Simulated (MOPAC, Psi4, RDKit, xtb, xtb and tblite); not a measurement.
Torsional profile of CH8O2Si2, SMILES CO[SiH2][SiH2]O. Scanned: dihedral C1–O2–Si3–Si4; all other coordinates were relaxed at GFN2-xTB. Points at φ and −φ are mirror images.

Geometry of the scan point at -30° (Å):
```
13

C     -2.5584    -0.2964    -0.3669
O     -1.1694    -0.2669    -0.3277
Si    -0.1415     0.1579     0.8629
Si    -1.0745     1.7523     2.2224
O      0.1774     2.1679     3.1788
H     -2.9335    -1.2272     0.0688
H     -2.9924     0.5453     0.1802
H     -2.8714    -0.2452    -1.4115
H      0.2077    -1.0627     1.6161
H      1.0069     0.5328     0.0396
H     -2.2019     1.3198     3.0747
H     -1.6033     2.9710     1.5782
H      0.0941     2.8222     3.8670
```

GFN2-xTB (xtb and tblite); B3LYP/def2-TZVP // GFN2-xTB (Psi4); B3LYP-D3(BJ)/def2-TZVP // GFN2-xTB (Psi4); PBE/def2-TZVP // GFN2-xTB (Psi4); PBE-D3(BJ)/def2-TZVP // GFN2-xTB (Psi4); MP2/cc-pVTZ = DF-MP2 (frozen core)/cc-pVTZ // GFN2-xTB in Psi4 1.11; HF/cc-pVTZ // GFN2-xTB (Psi4); UFF // GFN2-xTB (RDKit); PM3, restricted, heats of formation // GFN2-xTB (MOPAC); PM7, restricted, heats of formation // GFN2-xTB (MOPAC); GFN1-xTB // GFN2-xTB (xtb).

Least-squares fit of E(φ) = a0 + Σ (a_n cos nφ + b_n sin nφ), n = 1 to 4, to the 24 scan points, in kJ/mol above the lowest point of each profile (levels whose profile four harmonics don't fit are not listed):

```json
[
 {"method": "GFN2-xTB", "a0": "8.97", "a1": "3.54", "b1": "0.00", "a2": "-2.33", "b2": "0.00", "a3": "3.30", "b3": "0.00", "a4": "0.08", "b4": "0.00", "rms of fit": "0.07"},
 {"method": "B3LYP/def2-TZVP", "a0": "3.30", "a1": "2.31", "b1": "0.00", "a2": "0.08", "b2": "0.00", "a3": "1.00", "b3": "0.00", "a4": "-0.16", "b4": "0.00", "rms of fit": "0.05"},
 {"method": "B3LYP-D3(BJ)/def2-TZVP", "a0": "2.68", "a1": "1.21", "b1": "0.00", "a2": "-0.30", "b2": "0.00", "a3": "1.19", "b3": "0.00", "a4": "-0.08", "b4": "0.00", "rms of fit": "0.06"},
 {"method": "PBE/def2-TZVP", "a0": "2.88", "a1": "1.63", "b1": "0.00", "a2": "0.05", "b2": "0.00", "a3": "1.35", "b3": "0.00", "a4": "-0.10", "b4": "0.00", "rms of fit": "0.09"},
 {"method": "PBE-D3(BJ)/def2-TZVP", "a0": "2.51", "a1": "1.00", "b1": "0.00", "a2": "-0.15", "b2": "0.00", "a3": "1.46", "b3": "0.00", "a4": "-0.05", "b4": "0.00", "rms of fit": "0.09"},
 {"method": "MP2/cc-pVTZ", "a0": "3.93", "a1": "1.69", "b1": "0.00", "a2": "-0.57", "b2": "0.00", "a3": "1.68", "b3": "0.00", "a4": "-0.10", "b4": "0.00", "rms of fit": "0.08"},
 {"method": "HF/cc-pVTZ", "a0": "3.06", "a1": "2.35", "b1": "0.00", "a2": "0.19", "b2": "0.00", "a3": "0.68", "b3": "0.00", "a4": "-0.26", "b4": "0.00", "rms of fit": "0.04"},
 {"method": "UFF", "a0": "14.50", "a1": "6.88", "b1": "0.00", "a2": "1.35", "b2": "0.00", "a3": "11.45", "b3": "0.00", "a4": "0.94", "b4": "0.00", "rms of fit": "1.27"},
 {"method": "PM3", "a0": "5.02", "a1": "-2.08", "b1": "0.00", "a2": "2.56", "b2": "0.00", "a3": "3.17", "b3": "0.00", "a4": "-0.23", "b4": "0.00", "rms of fit": "0.44"},
 {"method": "PM7", "a0": "4.10", "a1": "2.99", "b1": "0.00", "a2": "3.49", "b2": "0.00", "a3": "1.79", "b3": "0.00", "a4": "-0.54", "b4": "0.00", "rms of fit": "0.19"},
 {"method": "GFN1-xTB", "a0": "8.91", "a1": "-5.43", "b1": "0.00", "a2": "-0.74", "b2": "0.00", "a3": "-2.29", "b3": "0.00", "a4": "-0.19", "b4": "0.00", "rms of fit": "0.45"}
]
```
